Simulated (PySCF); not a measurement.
Ga(H)(F)2(OH2), H3F2GaO, singlet, PBE0/def2-SVP optimised geometry. Atoms within 1.6 Å of the plane z = 1.5 Å (x, y, z in Å): Ga1 (-0.80, -0.42, 0.00), H2 (-1.45, 0.99, 0.00), F4 (-0.73, -1.42, 1.46), O5 (1.28, -0.42, 0.00), H7 (1.45, -0.99, 0.77).

Method: PBE0/def2-TZVP in PySCF. Cells within 0.4 Å of a nucleus heavier than hydrogen are left out (blank, or x).

Map of the electrostatic potential (hartree/e), clipped to [-0.08, 0.12] on the plane z = 1.5 Å:

```
|33333333333333333333333333333|
|33333333333333333333333333333|
|33333333333333333333333333333|
|33333333333333333333333333333|
|33333333333333333333333333333|
|33333333333333333333333333333|
|33333333333333333333333333333|
|33333333333334444444333333333|
|33333333333444444444443333333|
|33333333334444444444444444444|
|33333333444455554444444444444|
|33333334445555555544444444444|
|33333344455666655555544444444|
|33333444566676666555555544444|
|33333445566777666667766555444|
|33333444566776666778887665544|
|33333344467876556799999766554|
|33333333489999556899999876555|
|33332222699999845899999976655|
|3322221289xxx9945799999976655|
|3222211189xxx9944689999876655|
|22221101599x99833578998776555|
|22221100179999322456777766555|
|22221100013542112345666665554|
|22221100000000012345555555554|
|22221110000000112344455555444|
|22222111000001122334444444444|
|22222111111111122334444444444|
|22222211111112222333444444444|
```
Scale: ten equal steps from -0.063 (start of '0') to 0.120 (end of '9'), in the order '0123456789'; x runs from -3.50 to 3.50, y from -3.50 (bottom) to 3.50 (top).
